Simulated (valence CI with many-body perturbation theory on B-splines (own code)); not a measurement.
Questions on Ge17+

Calculated by relativistic CI+MBPT: five valence electrons over a frozen Dirac-Fock core [Ne], a basis of 9 s, 9 p, 8 d, 6 f, 3 g, 1 h functions for each j, with the one-electron correlation potential Σ1, the two-electron term Σ2, the three-electron term Σ3, Breit, model QED; selected CI, second order for the rest, scaled by the run's own slope (own B-spline code, finite nucleus).

No measured spectrum was set against this ion. As an estimate, levels of excited configurations hold to 0.05 to 0.15 % of their energy, terms of the ground configuration to about 0.5 %. Among the levels kept, up to 1600 cm⁻¹ of a level comes from second order outside the variational space, and about a tenth of that is noise between levels of different J, which matters for small intervals.

Names give the largest LS component (configuration and term), which can be under half, so a name can repeat, a term be missing and a line seem to break the LS rules; names also repeat where a configuration has a term twice.

Rates and lifetimes use the calculated energies. Strong lines usually hold to 10 to 20 %, long lifetimes can be off by a factor of two.

**Question.** What is the ground level?

**Answer.** 3s²3p³ ⁴S°_3/2, composition 83 % 3s²3p³ ⁴S° + 11 % 3s²3p³ ²P° + 3 % 3s²3p³ ²D°, g = 1.886.

**Question.** What is the ionisation energy?

**Answer.** 656.46 eV; NIST lists 662.8 ± 1.9 eV (semi-empirical).

**Question.** Name the longest-lived excited levels whose lifetime is computed, and their main decay.

**Answer.** 3s²3p³ ²D°_5/2 at 73875 cm⁻¹ lives 5.63 ms, mostly by M1 to 3s²3p³ ⁴S°_3/2; 3s²3p³ ²D°_3/2 at 56437 cm⁻¹ lives 740 μs, mostly by M1 to 3s²3p³ ⁴S°_3/2; 3s²3p³ ²P°_1/2 at 112690 cm⁻¹ lives 286 μs, mostly by M1 to 3s²3p³ ⁴S°_3/2. The lifetime of 3s²3p²3d ⁴F_9/2 is too uncertain to give, and may be longer. The lifetime of 3s²3p²3d ²G_9/2 is too uncertain to give, and may be longer.

**Question.** What are the static dipole polarisabilities of the lowest levels?

**Answer.** 3s²3p³ ⁴S°_3/2 0.137 (tensor 0.0015); 3s²3p³ ²D°_3/2 0.136 (tensor 0.011); 3s²3p³ ²D°_5/2 0.137; 3s²3p³ ²P°_1/2 0.134 bohr³, of which the core gives 0.00208.

**Question.** How well does LS coupling describe the low levels?

**Answer.** Among the lowest 20 levels the leading LS term, summed over configurations, holds 82 % on average. For single configurations the figures are 74 % in LS and 60 % in jj coupling. Terms mix most in the J = 1/2 level at 623340 cm⁻¹, where the leading one holds 48 %.
